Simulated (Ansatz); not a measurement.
Born–Oppenheimer molecular dynamics of BCl2H4NS (9 atoms, charge 0, multiplicity 1). It starts at the highest image of a converged band, a first-order saddle point between two minima.

All numbers below come from RKS PBE0-D4/def2-SVP in Ansatz 0.2.0.

```yaml
ensemble: NVE (velocity Verlet)
time_step: 0.5 fs
steps_asked: 200
starting_velocities_drawn_for: 300 K
seed: 10373
```

First frame:

```xyz
9
Properties=species:S:1:pos:R:3
B -0.106 0.254 0.243
N -0.085 0.070 1.753
H -0.844 -0.502 2.117
H 0.805 -0.262 2.120
Cl 1.522 0.130 -0.520
Cl -1.482 -0.559 -0.597
S -0.525 2.377 0.382
H -1.870 2.250 0.432
H -0.330 1.553 1.633
```

Problem. How far do the bonds stretch over the last three quarters of this one trajectory? (Pairs bonded in most of those frames.)

Solution. 
| bond | mean (Å) | spread (Å) | shortest | longest |
| --- | --- | --- | --- | --- |
| B1–N2 | 1.406 | 0.037 | 1.35 | 1.48 |
| B1–Cl5 | 1.785 | 0.022 | 1.75 | 1.82 |
| B1–Cl6 | 1.782 | 0.030 | 1.73 | 1.83 |
| N2–H3 | 1.015 | 0.010 | 1.00 | 1.03 |
| N2–H4 | 1.013 | 0.006 | 1.00 | 1.03 |
| S7–H8 | 1.351 | 0.016 | 1.33 | 1.38 |
| S7–H9 | 1.353 | 0.017 | 1.33 | 1.38 |

Mean temperature of the second half: 926 K. The conserved energy stayed within 0.049 meV per atom of its start (net change 0.034 meV per atom), so the integration is sound. The kinetic energy rose, since the run started high on the potential surface and went downhill. It ends in pieces (BCl2H2N + H2S), so much of that is their flight and rotation, not heat. A run of 0.1 ps of so small a system gives no equilibrium averages. The orbitals stay closed-shell, which can raise the energy where a bond breaks towards radicals; this wasn't checked here.

The run took 8.6 min on 2 threads of Arm Neoverse V2, on a shared host, peak memory 0.23 GiB.
